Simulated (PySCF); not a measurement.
Compound: C₃H₈GeO.
Geometry (PBE0-D3(BJ)/def2-SVP, Å), atoms numbered from 1 in this order:
```
atom  x, y, z in Å
Ge1    1.9874    0.9336    0.3444
O2     0.6367   -0.0481    0.9893
C3    -0.1919   -0.7030    0.0941
C4    -1.6125   -0.8959    0.4973
C5    -1.2721    0.0590   -0.6186
H6     2.7699    1.3675    1.5883
H7     1.4226    2.1421   -0.4277
H8     2.8379    0.0529   -0.5934
H9     0.2877   -1.5236   -0.4603
H10   -1.8957   -0.4568    1.4572
H11   -2.1062   -1.8413    0.2579
H12   -1.5249   -0.2124   -1.6474
H13   -1.3478    1.1269   -0.3952
```

Method used: core-valence-separated Tamm–Dancoff BHandHLYP/aug-pcX-1 (pcseg-1 on H, def2-SVPD on Ge) in PySCF, non-relativistic, gas phase, PBE0-D3(BJ)/def2-SVP geometry. Absolute energies from this functional tend to lie a few eV below measured edges; no shift was applied.

The lowest roots of each edge with f over 0.003 (five at most, numbered afresh; weaker and dark ones are left out), with transition dipoles (au) in the frame of the coordinates:

| root | edge | E (eV) | f | μx | μy | μz |
| --- | --- | --- | --- | --- | --- | --- |
| 1 | C | 285.70 | 0.0100 | 0.0113 | -0.0091 | 0.0350 |
| 2 | C | 285.72 | 0.0132 | 0.0280 | 0.0318 | 0.0091 |
| 3 | C | 285.99 | 0.0149 | 0.0062 | -0.0403 | -0.0217 |
| 4 | C | 286.03 | 0.0214 | 0.0177 | -0.0390 | -0.0349 |
| 5 | C | 286.45 | 0.0180 | 0.0270 | -0.0246 | 0.0351 |
| 6 | O | 531.68 | 0.0238 | -0.0282 | -0.0203 | 0.0249 |
| 7 | O | 533.62 | 0.0044 | -0.0026 | 0.0001 | 0.0181 |
| 8 | O | 534.00 | 0.0142 | -0.0020 | 0.0295 | 0.0145 |
| 9 | O | 534.18 | 0.0054 | -0.0113 | 0.0063 | -0.0157 |
| 10 | O | 534.53 | 0.0230 | 0.0317 | 0.0180 | 0.0206 |

**Question.** Molecules are fixed in this frame and the field points along y. What effective strengths 3 f cos²θ do the roots have (θ between field and μ)?

**Answer.** root 1 (C4/C5): 0.002, root 2 (C4/C5): 0.021, root 3 (C5): 0.034, root 4 (C4): 0.032, root 5 (C4): 0.013, root 6 (O2): 0.016, root 7 (O2): 0.000, root 8 (O2): 0.034, root 9 (O2): 0.002, root 10 (O2): 0.013. Averaged over all orientations cos²θ is 1/3, which gives f back.

 The BHandHLYP/aug-pcX-1 (pcseg-1 on H, def2-SVPD on Ge) calculation is non-relativistic and has no spin–orbit coupling, an omission that weighs most on germanium.

One conformer stands for the species.
